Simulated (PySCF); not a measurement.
Geometries of 3 isomers of C5H9OP, from PBE0-D3(BJ)/def2-SVP geometry optimisation, gas phase (PySCF). One conformer each, no zero-point energy, no frequencies.

Question: Which is lowest in electronic energy at this level?
A.
```xyz
16
angstrom
C      2.460    0.531   -0.641
C      1.740   -0.552   -0.345
C      0.447   -0.538    0.396
C     -0.770   -1.328   -0.152
C     -1.880   -0.419    0.418
P     -0.650    0.945    0.416
O     -0.580    2.083    1.377
H      3.410    0.456   -1.176
H      2.135    1.535   -0.344
H      2.109   -1.541   -0.648
H      0.598   -0.821    1.455
H     -0.772   -1.311   -1.254
H     -0.820   -2.380    0.167
H     -2.807   -0.304   -0.160
H     -2.125   -0.679    1.459
H     -0.632    1.309   -0.967
```
B.
```xyz
16
angstrom
C      2.880   -0.213   -0.517
C      1.560   -0.397   -0.485
P      0.693   -0.093    1.073
O      1.595    0.372    2.172
C     -0.645    1.060    0.687
C     -1.785    0.811    0.029
C     -2.217   -0.484   -0.573
H      3.403    0.106    0.392
H      3.468   -0.369   -1.427
H      0.991   -0.710   -1.368
H      0.014   -1.331    1.302
H     -0.445    2.066    1.072
H     -2.488    1.645   -0.097
H     -3.216   -0.770   -0.206
H     -1.525   -1.312   -0.367
H     -2.308   -0.383   -1.668
```
C.
```xyz
16
angstrom
C      3.331    0.128   -0.290
C      2.166   -0.652   -0.795
C      0.877   -0.395   -0.513
P     -0.452   -1.419   -1.181
C     -1.816   -0.675   -0.518
O     -1.843    0.393    0.286
C     -3.110    0.847    0.692
H      3.937    0.522   -1.123
H      3.012    0.974    0.336
H      4.005   -0.509    0.308
H      2.401   -1.505   -1.447
H      0.617    0.453    0.133
H     -2.799   -1.104   -0.766
H     -2.951    1.725    1.332
H     -3.726    1.143   -0.175
H     -3.647    0.075    1.270
```

Answer: A. That is `C=C[C@@H]1CC[P@H]1=O`, 8.9 kcal/mol below the next.

| SMILES | atoms numbered as above | E (Eh) | relative (kcal/mol) | relative (kJ/mol) | dipole (D) |
| --- | --- | --- | --- | --- | --- |
| C=C[C@@H]1CC[P@H]1=O | [CH2:1]=[CH:2][C@@H:3]1[CH2:4][CH2:5][P@H:6]1=[O:7] | -611.75453 | 0.0 | 0.0 | 4.08 |
| C=C[P@@H](=O)/C=C\C | [CH2:1]=[CH:2][P@@H:3](=[O:4])/[CH:5]=[CH:6]\[CH3:7] | -611.74035 | 8.9 | 37.2 | 4.59 |
| C/C=C/P=C\OC | [CH3:1]/[CH:2]=[CH:3]/[P:4]=[CH:5]\[O:6][CH3:7] | -611.72011 | 21.6 | 90.4 | 2.38 |

As drawn, the lowest has a four-membered ring and a P=O bond, which the highest lacks.
